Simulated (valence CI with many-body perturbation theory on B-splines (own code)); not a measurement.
# Hf I: electric-dipole lines

Computed by relativistic CI+MBPT: four valence electrons over a frozen Dirac-Fock core [Xe] 4f14, a basis of 9 s, 9 p, 10 d, 8 f, 5 g, 3 h, 1 i functions for each j, with the one-electron correlation potential Σ1 (screened to all orders), the two-electron term Σ2, the three-electron term Σ3, Breit, model QED; selected single and double excitations, second order for the rest, scaled by the run's own slope (own B-spline code, finite nucleus).

Against 22 measured levels this calculation errs by 299 cm⁻¹ on average and by 855 at most. These come from a selection out of the NIST Handbook of Basic Atomic Spectroscopic Data. Levels without a partner in it may be off by more, other configurations by 1,000 to 4,000 cm⁻¹. Among the levels kept, up to 500 cm⁻¹ of a level comes from second order outside the variational space, and about a tenth of that is noise between levels of different J, which matters for small intervals.

Lines 51 to 100 of 205 in falling wavelength, among levels below 28603 cm⁻¹, chosen from the strongest by gf and those to the six lowest levels. Wavelengths and rates use the calculated energies, so an error of 300 cm⁻¹ moves a line at 1118 nm by 3.4 % and its rate by three times that or more. Electric multipoles are in the length gauge, E1 and E2 with the static RPA response of the core. Weak lines are less certain than strong ones. Lines between different terms over intervals too small for the method are left out, as are lines whose strength nearly cancels and 2 of this kind that miss the measured wavelength by over 7 %. The highest levels of a list are the least certain.

Names give the largest LS component (configuration and term), which can be under half, so a name can repeat, a term be missing and a line seem to break the LS rules; names also repeat where a configuration has a term twice. Letters in brackets count levels of one name in rising energy.

```tsv
λ vac (nm)	λ from measured levels	Upper	Lower	A (s⁻¹)	S (a.u.)
1138		5d2 6s 6p 5F°_4	5d3 6s 5F_4	1.86e+06	1.22e+01
1118	1177	5d 6s2 6p 3D°_1	5d2 6s2 3P_0	3.64e+05	7.53e-01
1103		5d2 6s 6p 5F°_5	5d3 6s 5F_5	2.31e+06	1.68e+01
1097	1137	5d 6s2 6p 1D°_2	5d2 6s2 1D_2	2.04e+05	6.67e-01
1094		5d2 6s 6p 5F°_2	5d3 6s 5F_1	5.07e+05	1.64e+00
1089	1123	5d 6s2 6p 3F°_3	5d2 6s2 1D_2	2.18e+04	9.72e-02
1053		5d2 6s 6p 5F°_3	5d3 6s 5F_2	5.67e+05	2.29e+00
1036		5d3 6s 3P_1 [a]	5d 6s2 6p 3D°_2	8.47e+04	1.40e-01
1031	1092	5d 6s2 6p 3P°_1	5d2 6s2 3P_2	2.15e+05	3.49e-01
1031	1064	5d 6s2 6p 3D°_3	5d2 6s2 3P_2	1.50e+05	5.66e-01
1014		5d2 6s 6p 5F°_4	5d3 6s 5F_3	4.27e+05	1.98e+00
997.7	1043	5d 6s2 6p 3D°_2	5d2 6s2 3P_1	6.79e+05	1.67e+00
981.5		5d2 6s 6p 5F°_5	5d3 6s 5F_4	2.02e+05	1.04e+00
979.2		5d2 6s 6p 5G°_3	5d2 6s2 3P_2	8.25e+04	2.68e-01
964.7	1003	5d 6s2 6p 3F°_3	5d2 6s2 3F_4	8.19e+02	2.54e-03
963.6		5d2 6s 6p 5D°_4	5d3 6s 5F_5	3.59e+06	1.43e+01
953.5		5d2 6s 6p 5D°_3	5d3 6s 5F_4	2.47e+06	7.41e+00
923.6		5d2 6s 6p 5D°_2 [a]	5d3 6s 5F_3	3.26e+06	6.33e+00
921.3	950.1	5d 6s2 6p 3D°_2	5d2 6s2 1D_2	1.75e+04	3.38e-02
911.4	951.6	5d 6s2 6p 3F°_2	5d2 6s2 3F_2	7.71e+04	1.44e-01
892.6	925.3	5d 6s2 6p 3P°_2	5d2 6s2 3P_2	1.56e+06	2.74e+00
888.1		5d2 6s 6p 5D°_1 [a]	5d3 6s 5F_2	4.17e+06	4.32e+00
885.6		5d2 6s 6p 5G°_2	5d2 6s2 3P_1	2.67e+03	4.58e-03
869.2		5d2 6s 6p 5D°_4	5d3 6s 5F_4	2.73e+05	7.95e-01
864.6		5d2 6s 6p 5D°_3	5d3 6s 5F_3	3.66e+05	8.18e-01
858.4		5d2 6s 6p 5D°_0 [a]	5d3 6s 5F_1	6.87e+06	2.15e+00
852.0		5d2 6s 6p 5D°_2 [a]	5d3 6s 5F_2	8.52e+05	1.30e+00
842.9		5d2 6s 6p 3G°_3 [a]	5d3 6s 5F_4	1.50e+06	3.11e+00
840.7		5d2 6s 6p 5D°_1 [a]	5d3 6s 5F_1	1.66e+06	1.46e+00
825.4	864.2	5d 6s2 6p 3P°_1	5d2 6s2 3P_1	1.25e+06	1.04e+00
824.8		5d2 6s 6p 5G°_2	5d2 6s2 1D_2	9.40e+04	1.30e-01
815.7	854.9	5d 6s2 6p 3P°_0	5d2 6s2 3P_1	4.24e+06	1.14e+00
808.3		5d2 6s 6p 5D°_2 [a]	5d3 6s 5F_1	6.19e+04	8.07e-02
800.6	827.9	5d 6s2 6p 1D°_2	5d2 6s2 3F_3	7.95e+04	1.01e-01
798.3		5d2 6s 6p 3F°_2	5d3 6s 5F_3	1.35e+06	1.69e+00
796.4	820.7	5d 6s2 6p 3F°_3	5d2 6s2 3F_3	9.00e+04	1.57e-01
786.9		5d3 6s 3P_2	5d 6s2 6p 1D°_2	1.35e+05	1.63e-01
786.8		5d2 6s 6p 3G°_3 [b]	5d3 6s 5F_4	1.30e+06	2.19e+00
772.7		5d2 6s 6p 3G°_3 [a]	5d3 6s 5F_3	4.02e+05	6.41e-01
772.4	799.7	5d 6s2 6p 3P°_1	5d2 6s2 1D_2	1.87e+06	1.28e+00
772.2	784.8	5d 6s2 6p 3D°_3	5d2 6s2 1D_2	7.42e+05	1.18e+00
762.3	792.3	5d 6s2 6p 3P°_1	5d2 6s2 3P_0	9.60e+05	6.30e-01
760.9		5d2 6s 6p 5F°_2	5d2 6s2 3P_2	6.80e+04	7.39e-02
756.9		5d 6s2 6p 1P°_1	5d3 6s 5F_2	2.12e+05	1.36e-01
744.9	762.6	5d 6s2 6p 1F°_3	5d2 6s2 1G_4	6.39e+06	9.13e+00
744.3		5d2 6s 6p 3F°_2	5d3 6s 5F_2	6.50e+05	6.62e-01
742.7		5d2 6s 6p 5G°_3	5d2 6s2 1D_2	3.58e+05	5.07e-01
739.4		5d2 6s 6p 5D°_2 [b]	5d3 6s 5F_3	1.13e+06	1.13e+00
734.0	756.5	5d 6s2 6p 3P°_2	5d2 6s2 3P_1	5.29e+05	5.17e-01
725.2		5d2 6s 6p 3G°_3 [b]	5d3 6s 5F_3	2.82e+05	3.71e-01
```
